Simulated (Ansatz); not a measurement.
`C[SiH](F)S[SiH](O)O` → `CS[SiH](O)O` + `F[SiH]`  (silylene formation by 1,1-elimination)

Calculated with Ansatz (gas phase, PBE0-D4/def2-TZVP geometries, no zero-point term in ΔE). CCSD(T)/CBS adds triple-zeta CCSD(T) − MP2 to the extrapolated MP2 energy (def2 sets, frozen cores). This one scheme is used for every species. Functionals use def2-TZVPP. One conformer a species, not always the lowest.

| species | B2PLYP energy (Eh) |
| --- | --- |
| `C[SiH](F)S[SiH](O)O` | -1269.65575 |
| `CS[SiH](O)O` | -879.71184 |
| `F[SiH]` | -389.81525 |

Question: Work out ΔE.

Answer: ΔE = (-879.71184) + (-389.81525) − (-1269.65575) = 0.12866 Eh = +3.50 eV. CCSD(T)/CBS gives +3.62 eV.

Largest T1 diagnostic among the species: 0.015.

In def2-TZVPP, CCSD(T) changes the Hartree–Fock value by +0.16 eV (the triples alone add +0.04 eV) and MP2 by +0.39 eV. From PBE to PBE0 (25 % exact exchange), in def2-TZVPP and without D4, ΔE moves by +0.17 eV.
